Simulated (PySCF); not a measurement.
Si(I)2(OH)2 (H₂I₂O₂Si), SMILES O[Si](O)(I)I.

Geometry optimised at PBE-D3(BJ)/def2-SVP. The def2 effective core potentials stand for the cores of I; spin–orbit coupling is left out. The values are those of a single conformer.

Computed with r2SCAN/def2-TZVP in PySCF.

Gas-phase values at a fixed geometry.

Computed frontier levels, gap, dipole moment and polarisability:
```
Item                                                                                                            Result
---------------------------------------------------------------------------------------------  -----------------------
highest occupied level                                                                                        -6.89 eV
lowest empty level                                                                                            -1.91 eV
orbital gap                                                                                                    4.98 eV
dipole moment                                                                                                   1.43 D
quadrupole, principal values (traceless, Buckingham form, about the centre of nuclear charge)    -9.96, 4.10, 5.86 D·Å
mean static polarisability                                                                       93.9 bohr³ (13.92 Å³)
polarisability, principal values                                                               72.9, 86.1, 122.8 bohr³
```
